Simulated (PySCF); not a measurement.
**The first ionisation energy along group 10**

All values are computed (PySCF 2.14, energy differences of UHF-based or UKS calculations, no spin-orbit coupling). Values in eV. The last column holds reference values (NIST; (s) semi-empirical, (t) theoretical, else measured). Unmarked ones compare directly (S terms, centres of terms, or small fine structure); those marked * lie between the lowest fine-structure levels and include a spin-orbit shift.

| element | configurations | UHF | LDA | PBE0 | MP2 (valence) | MP2 (valence and next inner shell) | CCSD(T) (valence) | reference |
| --- | --- | --- | --- | --- | --- | --- | --- | --- |
| Ni (x2c-TZVPPall with one added diffuse shell each of s, p, d, f type, spin-free X2C) | [Ar] 3d8 4s2 → [Ar] 3d9 | 8.224 | 7.622 | 7.800 | 7.004 | 6.527 | 7.824 | 7.640 * |
| Pd (x2c-TZVPPall with one added diffuse shell each of s, p, d, f type, spin-free X2C) | [Kr] 4d10 → [Kr] 4d9 | 6.267 | 9.307 | 8.449 | 8.675 | 8.887 | 8.288 | 8.512 |
| Pt (x2c-TZVPPall with one added diffuse shell each of s, p, d, f type, spin-free X2C) | [Xe] 4f14 5d9 6s1 → [Xe] 4f14 5d9 | 7.593 | 9.759 | 9.089 | 8.956 | 9.143 | 8.812 | 8.959 * |

"Valence" correlates the outer s and p shells and, in groups 3 to 12 and the f block, the outer d or f shell, open or full, or the next shell where the ion has no valence electron left; the wider scheme adds the next inner shell.
